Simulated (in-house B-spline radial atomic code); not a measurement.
Configurations of Zn8+, with energies counted from [Ar] (3d3/2)4. Method: Dirac-Hartree-Fock, average of each configuration as written, Fermi nucleus of rms radius 3.9283 fm. Calculated with an all-electron radial atomic-structure program (B-spline basis). Energies include first-order Breit, QED and recoil terms.

Occupations are held fixed; configurations that lie above the ionisation limit could autoionise.

```tsv
configuration	E - E(ref) (eV)	highest orbital	its <r> (bohr)
[Ar] (3d3/2)3 5s1	131.61	5s1/2	2.637
[Ar] (3d5/2)3 (4f5/2)1	133.2	4f5/2	1.882
[Ar] (3d3/2)3 (5p1/2)1	137.69	5p1/2	2.784
[Ar] (3d5/2)3 7s1	173.18	7s1/2	5.958
[Ne] 3s2 (3p1/2)1 (3p3/2)4 (3d3/2)1 (3d5/2)3 (5p3/2)1	220.54	5p3/2	2.802
[Ne] 3s2 (3p1/2)1 (3p3/2)4 (3d3/2)2 (3d5/2)2 (6p3/2)1	245.38	6p3/2	4.365
```

**Question.** Order these further configurations by energy, lowest first.
A. [Ar] (3d5/2)3 (4p1/2)1
B. [Ar] (3d3/2)1 (3d5/2)3
C. [Ar] (3d3/2)2 (3d5/2)1 4s1
D. [Ne] 3s2 (3p1/2)1 (3p3/2)4 (3d3/2)1 (3d5/2)3 5s1
E. [Ar] (3d3/2)2 (3d5/2)2

**Answer.** E (2.831 eV), B (3.2512 eV), C (75.393 eV), A (90.814 eV), D (214.09 eV).

**Question.** How far above the reference does [Ar] (3d3/2)3 (6f5/2)1 lie?

**Answer.** 170.22 eV; its least bound orbital is 6f5/2 with <r> = 5.09 bohr.
